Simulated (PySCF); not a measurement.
TiH₄ + Br₂ → TiH₂ + 2 HBr

Level: PBE0 in the def2-TZVP basis family, all electrons, no relativity, computed in PySCF with density fitting; open shells unrestricted.

| species | state and structure | E (Eh) | ZPE (kJ/mol) | H(298 K) − H(0) (kJ/mol) | S° (J/(mol K)) |
| --- | --- | --- | --- | --- | --- |
| TiH₄ | singlet, Td, Ti–H 1.693 Å (×4) | -851.52217 | 58.5 | 12.5 | 223.2 |
| Br₂ | singlet, D∞h, Br–Br 2.281 Å | -5147.70672 | 2.0 | 9.7 | 244.8 |
| TiH₂ | triplet, C2v, Ti–H 1.757 Å (×2); H–Ti–H 122.2° | -850.34086 | 22.5 | 10.4 | 227.1 |
| HBr | singlet, C∞v, H–Br 1.421 Å | -2574.45811 | 16.0 | 8.7 | 198.5 |

Question: What is the electronic reaction energy?

Answer: At PBE0/def2-TZVP, ΔE = -74.0 kJ/mol from the differences of the total energies times 2625.5, downhill. 

Question: Add zero-point, thermal and entropy terms for 298.15 K and 1 bar.

Answer: ΔZPE = -6.0 and Δ[H(298) − H(0)] = 5.6 kJ/mol give ΔH° = -74.4 kJ/mol. ΔS° = 156.1 J/(mol K), so ΔG° = -74.4 − 298.15 × (0.1561) = -121 kJ/mol and log₁₀K = 21.2.

Open d or f shells are single determinants, so the state found may not be the ground state. Only the bonding shown was studied: isomers, or loss of a ligand pair, can lie lower.
